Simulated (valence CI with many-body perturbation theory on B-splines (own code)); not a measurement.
E1 transitions of Ta LXIX

Method: configuration interaction combined with many-body perturbation theory (CI+MBPT): three valence electrons over a frozen Dirac-Fock core [He], radial functions for each j: 11 s, 11 p, 9 d, 7 f, 5 g, 2 h, 1 i, with the one-electron correlation potential Σ1 (screened to all orders), the two-electron term Σ2, the three-electron term Σ3, Breit, model QED; selected single and double excitations, second order for the rest (own B-spline code, finite nucleus).

No measured spectrum was set against this ion. As an estimate, large intervals hold to a few tenths of a per cent, small ones and those within an open d or f shell to about a per cent.

Lines 1 to 50 of 285 in falling wavelength, among levels below 103550 × 10³ cm⁻¹, chosen from the strongest by gf and those to the six lowest levels. Wavelengths and rates use the calculated energies. Electric multipoles are in the length gauge, E1 and E2 with the static RPA response of the core. Weak lines are less certain than strong ones. Lines between different terms over intervals too small for the method are left out, as are lines whose strength nearly cancels. The highest levels of a list are the least certain.

Levels are named by their leading jj configuration (3d3/2^4 stands for four electrons in 3d with j = 3/2), which in mixed levels can hold well under half, so a name can repeat and another be missing. Letters in brackets count levels of one name in rising energy.

| λ vac (Å) | Upper | Lower | A (s⁻¹) | S (a.u.) with core polarisation | S without |
| --- | --- | --- | --- | --- | --- |
| 77.07 | (2p1/2 2p3/2 3d5/2) J=9/2 | (2p1/2 2p3/2 3p3/2) J=7/2 | 4.01e+10 | 9.06e-02 | 9.07e-02 |
| 77.03 | (2p1/2 2p3/2 3d5/2) J=7/2 [b] | (2p1/2 2p3/2 3p3/2) J=5/2 [b] | 3.27e+10 | 5.91e-02 | 5.91e-02 |
| 76.63 | (2s 2p3/2 3d5/2) J=9/2 | (2s 2p3/2 3p3/2) J=7/2 | 3.59e+10 | 7.98e-02 | 7.98e-02 |
| 76.62 | (2s 2p1/2 3d5/2) J=7/2 | (2s 2p1/2 3p3/2) J=5/2 | 3.83e+10 | 6.80e-02 | 6.80e-02 |
| 76.01 | (2s 2p3/2 3d5/2) J=7/2 [a] | (2s 2p3/2 3p3/2) J=5/2 [a] | 2.86e+10 | 4.96e-02 | 4.96e-02 |
| 75.91 | (2s 2p3/2 3d5/2) J=7/2 [b] | (2s 2p3/2 3p3/2) J=5/2 [b] | 2.67e+10 | 4.61e-02 | 4.61e-02 |
| 75.65 | (2p1/2^2 3d5/2) J=5/2 | (2p1/2^2 3p3/2) J=3/2 | 4.20e+10 | 5.38e-02 | 5.38e-02 |
| 74.77 | (2p1/2 2p3/2 3d5/2) J=7/2 [a] | (2p1/2 2p3/2 3p3/2) J=5/2 [a] | 2.77e+10 | 4.57e-02 | 4.57e-02 |
| 74.75 | (2s^2 3d5/2) J=5/2 | (2s^2 3p3/2) J=3/2 | 3.06e+10 | 3.78e-02 | 3.78e-02 |
| 74.65 | (2s 2p1/2 3d5/2) J=5/2 [a] | (2s 2p1/2 3p3/2) J=3/2 [a] | 3.82e+10 | 4.71e-02 | 4.71e-02 |
| 72.34 | (2s 2p1/2 3d5/2) J=5/2 [b] | (2s 2p1/2 3p3/2) J=3/2 [b] | 3.68e+10 | 4.13e-02 | 4.13e-02 |
| 66.48 | (2s 2p1/2 2p3/2) J=3/2 [a] | (2s^2 2p3/2) J=3/2 | 1.09e+09 | 6.31e-04 | 6.32e-04 |
| 54.65 | (2s 2p1/2 2p3/2) J=5/2 | (2s^2 2p3/2) J=3/2 | 8.43e+09 | 4.08e-03 | 4.08e-03 |
| 46.80 | (2s 2p1/2^2) J=1/2 | (2s^2 2p1/2) J=1/2 | 2.41e+10 | 2.43e-03 | 2.44e-03 |
| 44.74 | (2p1/2^2 2p3/2) J=3/2 | (2s 2p1/2 2p3/2) J=1/2 | 1.39e+10 | 2.46e-03 | 2.47e-03 |
| 41.57 | (2s 2p1/2 2p3/2) J=1/2 | (2s^2 2p3/2) J=3/2 | 1.81e+10 | 1.28e-03 | 1.29e-03 |
| 41.29 | (2s 2p1/2 2p3/2) J=3/2 [b] | (2s^2 2p3/2) J=3/2 | 1.31e+10 | 1.82e-03 | 1.82e-03 |
| 35.57 | (2p1/2^2 2p3/2) J=3/2 | (2s 2p1/2 2p3/2) J=5/2 | 7.60e+10 | 6.76e-03 | 6.77e-03 |
| 31.88 | (2p1/2^2 2p3/2) J=3/2 | (2s 2p1/2 2p3/2) J=3/2 [a] | 2.07e+10 | 1.33e-03 | 1.33e-03 |
| 28.45 | (2p1/2 2p3/2 3d3/2) J=5/2 [b] | (2p1/2 2p3/2 3p1/2) J=3/2 [b] | 3.49e+11 | 2.38e-02 | 2.38e-02 |
| 28.18 | (2s 2p1/2 3d3/2) J=3/2 [b] | (2s 2p1/2 3p1/2) J=1/2 [b] | 3.42e+11 | 1.51e-02 | 1.51e-02 |
| 28.08 | (2p1/2 2p3/2 3d3/2) J=3/2 [b] | (2p1/2 2p3/2 3p1/2) J=3/2 [b] | 4.00e+11 | 1.75e-02 | 1.75e-02 |
| 27.29 | (2s 2p3/2 3d3/2) J=5/2 [a] | (2s 2p3/2 3p1/2) J=5/2 | 3.63e+11 | 2.18e-02 | 2.18e-02 |
| 27.19 | (2s 2p3/2 3d3/2) J=5/2 [a] | (2s 2p3/2 3p1/2) J=3/2 [a] | 3.13e+11 | 1.86e-02 | 1.86e-02 |
| 26.90 | (2s 2p3/2 3d3/2) J=5/2 [b] | (2s 2p3/2 3p1/2) J=3/2 [b] | 6.95e+11 | 4.01e-02 | 4.01e-02 |
| 26.89 | (2p1/2 2p3/2 3p3/2) J=3/2 [a] | (2p1/2 2p3/2 3s) J=3/2 [b] | 3.33e+11 | 1.28e-02 | 1.28e-02 |
| 26.83 | (2s 2p3/2 3d3/2) J=3/2 [a] | (2s 2p3/2 3p1/2) J=3/2 [a] | 5.66e+11 | 2.16e-02 | 2.16e-02 |
| 26.81 | (2p1/2 2p3/2 3d3/2) J=5/2 [a] | (2p1/2 2p3/2 3p1/2) J=3/2 [a] | 5.49e+11 | 3.13e-02 | 3.13e-02 |
| 26.80 | (2s 2p3/2 3d3/2) J=7/2 | (2s 2p3/2 3p1/2) J=5/2 | 6.67e+11 | 5.07e-02 | 5.07e-02 |
| 26.72 | (2s 2p1/2 3d3/2) J=3/2 [a] | (2s 2p1/2 3p1/2) J=1/2 [a] | 6.62e+11 | 2.49e-02 | 2.49e-02 |
| 26.72 | (2s^2 3d3/2) J=3/2 | (2s^2 3p1/2) J=1/2 | 6.79e+11 | 2.56e-02 | 2.56e-02 |
| 26.69 | (2p1/2^2 3d3/2) J=3/2 | (2p1/2^2 3p1/2) J=1/2 | 6.76e+11 | 2.54e-02 | 2.54e-02 |
| 26.64 | (2s 2p3/2 3p3/2) J=3/2 [a] | (2s 2p3/2 3s) J=3/2 [a] | 8.40e+11 | 3.13e-02 | 3.14e-02 |
| 26.63 | (2p1/2 2p3/2 3d3/2) J=7/2 | (2p1/2 2p3/2 3p1/2) J=5/2 | 6.85e+11 | 5.11e-02 | 5.11e-02 |
| 26.57 | (2s 2p1/2 3d3/2) J=5/2 | (2s 2p1/2 3p1/2) J=3/2 | 6.74e+11 | 3.74e-02 | 3.74e-02 |
| 26.55 | (2s 2p3/2 3d3/2) J=1/2 [a] | (2s 2p3/2 3p1/2) J=3/2 [a] | 7.60e+11 | 1.40e-02 | 1.40e-02 |
| 26.52 | (2p1/2 2p3/2 3d3/2) J=3/2 [a] | (2p1/2 2p3/2 3p1/2) J=1/2 | 3.92e+11 | 1.44e-02 | 1.44e-02 |
| 26.40 | (2s 2p1/2 3p3/2) J=3/2 [b] | (2s 2p1/2 3s) J=1/2 [b] | 5.83e+11 | 2.12e-02 | 2.12e-02 |
| 26.30 | (2p1/2 2p3/2 3p3/2) J=5/2 [a] | (2p1/2 2p3/2 3s) J=3/2 [a] | 8.19e+11 | 4.41e-02 | 4.41e-02 |
| 26.13 | (2s 2p1/2 3p3/2) J=1/2 | (2s 2p1/2 3s) J=1/2 [b] | 9.62e+11 | 1.69e-02 | 1.69e-02 |
| 26.12 | (2s 2p3/2 3p3/2) J=5/2 [b] | (2s 2p3/2 3s) J=3/2 [b] | 1.07e+12 | 5.66e-02 | 5.66e-02 |
| 26.01 | (2p1/2 2p3/2 3p3/2) J=7/2 | (2p1/2 2p3/2 3s) J=5/2 | 9.36e+11 | 6.50e-02 | 6.50e-02 |
| 25.87 | (2s 2p3/2 3d5/2) J=5/2 [b] | (2p1/2 2p3/2 3s) J=3/2 [a] | 2.65e+11 | 1.36e-02 | 1.36e-02 |
| 25.80 | (2s 2p3/2 3p3/2) J=7/2 | (2s 2p3/2 3s) J=5/2 | 1.16e+12 | 7.87e-02 | 7.87e-02 |
| 25.72 | (2p1/2 2p3/2 3d3/2) J=5/2 [b] | (2p1/2 2p3/2 3p1/2) J=5/2 | 2.81e+11 | 1.41e-02 | 1.41e-02 |
| 25.64 | (2p1/2 2p3/2 3p3/2) J=3/2 [b] | (2p1/2 2p3/2 3s) J=3/2 [b] | 4.59e+11 | 1.53e-02 | 1.53e-02 |
| 25.58 | (2s 2p3/2 3p3/2) J=5/2 [a] | (2s 2p3/2 3s) J=3/2 [a] | 5.33e+11 | 2.64e-02 | 2.64e-02 |
| 25.32 | (2s 2p3/2 3p3/2) J=1/2 [a] | (2s 2p3/2 3s) J=3/2 [a] | 1.09e+12 | 1.75e-02 | 1.75e-02 |
| 25.21 | (2p1/2^2 3p3/2) J=3/2 | (2p1/2^2 3s) J=1/2 | 1.11e+12 | 3.52e-02 | 3.52e-02 |
| 25.19 | (2s 2p1/2 3p3/2) J=3/2 [a] | (2s 2p1/2 3s) J=1/2 [a] | 1.16e+12 | 3.67e-02 | 3.67e-02 |
